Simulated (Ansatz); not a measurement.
Ag₂Se⁺. The state is a doublet with charge 1. Geometry PBE-D4/def2-TZVP, basis def2-TZVP, Ansatz.

Cartesian coordinates in Å:
```
Ag -0.062 -1.003 -1.563
Ag -0.663 0.157 1.730
Se 0.725 0.846 -0.167
```

```json
{"run": "A", "HOMO (eV)": "-11.37", "LUMO (eV)": "-9.84"}
{"run": "B", "HOMO (eV)": "-12.19", "LUMO (eV)": "-9.00"}
{"run": "C", "HOMO (eV)": "-14.17", "LUMO (eV)": "-6.83"}
{"run": "D", "HOMO (eV)": "-14.51", "LUMO (eV)": "-6.29"}
{"run": "E", "HOMO (eV)": "-11.28", "LUMO (eV)": "-10.27"}
```

In the def2 sets Ag takes a core potential; there is no spin–orbit coupling. LC-ωPBE has ω = 0.4 bohr⁻¹. No other spin state of charge 1 was run. The structure comes from a short search, and lower isomers may exist.

HOMO and LUMO are taken over both spins.

Question: The runs used LC-ωPBE, PBE, PBE0, r2SCAN, ωB97M-V. Estimate which is which.

Answer: A r2SCAN (0 % exact exchange); B PBE0 (25 % exact exchange); C ωB97M-V (range-separated); D LC-ωPBE (range-separated); E PBE (0 % exact exchange). Exact exchange lowers occupied and raises empty levels; among semilocal functionals meta-GGAs tend to open the gap a little, and such runs are hard to tell apart. The gap grows from 1.01 eV (PBE) to 8.22 eV (LC-ωPBE).
